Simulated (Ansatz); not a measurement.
Relaxation of F$_{5}$H$_{5}$SiW (12 atoms, charge 0, multiplicity 1), to a largest force component of 0.03 eV/Å in at most 50 steps.

Theory: RKS PBE/def2-SVP (Ansatz 0.2.0).

```xyz
12
Properties=species:S:1:pos:R:3
W -0.224 -0.097 -0.261
H -0.663 0.599 1.242
F 1.484 -0.154 -1.049
F -0.192 1.755 -0.550
F -1.807 -1.024 0.128
F 0.518 -1.443 0.800
F -1.021 -0.131 -1.959
Si 2.191 1.978 1.583
H 3.219 1.503 2.570
H 2.821 2.263 0.256
H 1.478 3.183 2.118
H 1.168 0.917 1.411
```

Task: Where does it end, and by what steps?

Result: It converged. The force dipped under the threshold on the way, but the program's further checks kept it going. After 13 steps the energy has fallen by 0.093 eV; H9 moved furthest, 0.84 Å.

```tsv
step	energy less start (eV)	largest force component (eV/Å)	accepted
0	0.0000	0.595	yes
1	-0.0364	0.253	yes
2	-0.0486	0.162	yes
3	-0.0578	0.214	yes
4	-0.0736	0.246	yes
5	-0.0795	0.247	yes
6	-0.0804	0.370	yes
7	-0.0886	0.080	yes
8	-0.0910	0.052	yes
9	-0.0916	0.073	yes
10	-0.0923	0.036	yes
11	-0.0927	0.011	yes
12	-0.0931	0.020	yes
13	-0.0932	0.016	yes
```

```xyz
12
Properties=species:S:1:pos:R:3
W -0.446 -0.235 -0.426
H -0.873 0.343 1.118
F 1.255 -0.382 -1.196
F -0.110 1.605 -0.445
F -2.040 -1.174 -0.166
F 0.247 -1.619 0.620
F -1.273 0.083 -2.076
Si 2.447 2.153 1.770
H 3.581 2.242 2.752
H 2.977 2.173 0.366
H 1.498 3.298 1.978
H 1.711 0.859 1.998
```

Whether the end is a true minimum wasn't checked by a vibrational analysis.

Run time: 12 s on 4 threads of AMD EPYC 9R45 96-Core Processor (Zen 5), on a shared host, peak memory 0.22 GiB.
